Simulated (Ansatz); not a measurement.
Ansatz (an electronic-structure program) input (CCSD(T)/def2-SVPD):

Ansatz 0.2 input:
```yaml
crystal:
  periodic: [false, false, false]
  atoms:
    - {symbol: Sn, position_ang: [-0.29848630, 0.39766757, -0.25872627]}
    - {symbol: O, position_ang: [-1.41522141, -1.25126032, -0.29809351]}
    - {symbol: Cl, position_ang: [1.54388745, -0.58078211, 0.90123890]}
basis:
  gaussian:
    orbitals: def2-SVPD
magnetization: {spin_polarized: true, initial_magnetization: 1}
correlation: {method: ccsd_t, electrons: outside_noble_gas}
output: {forces: true}
```

Output:

```
Functional definition: HF
integrals: 0.13 GiB planned
892 factors; integrals over basis functions are off by at most 1.5e-4 eV
mean field: 0.37 GiB planned
mean field evaluation 1: about -20331.1706 eV, gradient 3.8e1 eV
mean field evaluation 2: about -20331.2446 eV, gradient 3.9e1 eV
mean field evaluation 4: about -20339.2588 eV, gradient 5.5e0 eV
mean field evaluation 8: about -20341.0973 eV, gradient 1.7e0 eV
mean field evaluation 16: about -20341.6882 eV, gradient 1.0e-4 eV
mean field evaluation 32: about -20341.4456 eV, gradient 1.5e0 eV
mean field evaluation 64: about -20338.2223 eV, gradient 8.5e0 eV
mean field evaluation 96: about -20341.6868 eV, gradient 2.5e-1 eV
mean field evaluation 128: about -20341.4880 eV, gradient 2.3e0 eV
mean field evaluation 160: about -20331.9090 eV, gradient 2.0e1 eV
mean field evaluation 192: about -20341.2502 eV, gradient 7.6e0 eV
mean field evaluation 224: about -20339.5753 eV, gradient 7.3e-3 eV
mean field evaluation 256: about -20338.0682 eV, gradient 1.6e-1 eV
mean field evaluation 288: about -20331.9090 eV, gradient 2.0e1 eV
mean field evaluation 320: about -20339.5736 eV, gradient 1.3e-1 eV
mean field evaluation 352: about -20341.6417 eV, gradient 5.1e-1 eV
mean field evaluation 384: about -20335.7958 eV, gradient 1.4e1 eV
mean field evaluation 416: about -20337.5509 eV, gradient 9.9e-4 eV
mean field evaluation 448: about -20341.6882 eV, gradient 8.3e-4 eV
mean field evaluation 480: about -20336.4800 eV, gradient 3.6e-1 eV
mean field evaluation 512: about -20334.5803 eV, gradient 5.9e-1 eV
mean field evaluation 544: about -20331.4495 eV, gradient 1.8e1 eV
mean field evaluation 576: about -20334.4688 eV, gradient 2.5e1 eV
mean field evaluation 608: about -20334.0490 eV, gradient 2.5e-2 eV
mean field evaluation 640: about -20335.3845 eV, gradient 5.2e-1 eV
mean field evaluation 672: about -20334.7878 eV, gradient 1.3e1 eV
mean field evaluation 704: about -20336.9086 eV, gradient 2.9e0 eV
mean field evaluation 736: about -20338.8086 eV, gradient 3.4e0 eV
mean field evaluation 768: about -20336.5819 eV, gradient 4.0e-1 eV
mean field evaluation 800: about -20339.3827 eV, gradient 3.1e-4 eV
mean field -20341.68815527 eV, -747.5432516146 hartree, gradient 3.6e-6 eV, S^2 0.763616; 16 other end points of the search recorded, 0 dependent functions left out
determinant -20341.68815527 eV, -747.5432516146 hartree, with singles and doubles -20352.30314894 eV, -747.9333454370 hartree
determinant -20341.36104099 eV, -747.5312303868 hartree, with singles and doubles -20351.90665859 eV, -747.9187746853 hartree
determinant -20339.57528064 eV, -747.4656049041 hartree, with singles and doubles -20350.88721779 eV, -747.8813109272 hartree
determinant -20339.38270234 eV, -747.4585277824 hartree, with singles and doubles -20351.50324265 eV, -747.9039494230 hartree
determinant -20339.12288475 eV, -747.4489796619 hartree, with singles and doubles -20349.20219209 eV, -747.8193873747 hartree
determinant -20341.68815527 eV, -747.5432516146 hartree, with singles and doubles -20352.33689683 eV, -747.9345856492 hartree
determinant -20341.36104099 eV, -747.5312303868 hartree, with singles and doubles -20351.92150570 eV, -747.9193203065 hartree
15 core orbitals not correlated
reference -20341.68815527 eV, -747.5432516146 hartree; 9, 8 occupied and 58, 59 virtual orbitals, 892 factors
densities: 0.52 GiB planned
second order -9.78483831 eV of doubles, -0.00000000 eV of singles
coupled cluster: 0.39 GiB planned
cycle   1  -10.64874099 eV  change    5.8e-7 eV  update   3.7e-6
cycle   2  -10.64874243 eV  change   -1.4e-6 eV  update   2.8e-6
cycle   3  -10.64874319 eV  change   -7.7e-7 eV  update   2.2e-6
cycle   4  -10.64874417 eV  change   -9.8e-7 eV  update   1.3e-6
cycle   5  -10.64874477 eV  change   -6.0e-7 eV  update   1.0e-6
cycle   6  -10.64874565 eV  change   -8.8e-7 eV  update   8.6e-7
cycle   7  -10.64874624 eV  change   -5.9e-7 eV  update   6.8e-7
cycle   8  -10.64874651 eV  change   -2.7e-7 eV  update   5.1e-7
cycle   9  -10.64874678 eV  change   -2.7e-7 eV  update   3.5e-7
cycle  10  -10.64874681 eV  change   -3.2e-8 eV  update   2.1e-7
cycle  11  -10.64874678 eV  change    2.7e-8 eV  update   1.3e-7
perturbative correction -0.34607485 eV, -0.0127180161 hartree
the calculation of the forces begins
Total energy: -20352.68297690 eV, -747.9473038571 hartree
Atom 0 at    -0.298486     0.397668    -0.258726 Å, force     0.114878     0.944828    -0.225445 eV/Å
Atom 1 at    -1.415221    -1.251260    -0.298094 Å, force    -0.470584    -0.732870    -0.005332 eV/Å
Atom 2 at     1.543887    -0.580782     0.901239 Å, force     0.355707    -0.211957     0.230777 eV/Å
Dipole moment:    -0.102992     0.641129    -0.238454 e Å
```

It need not be the lowest isomer of its formula.
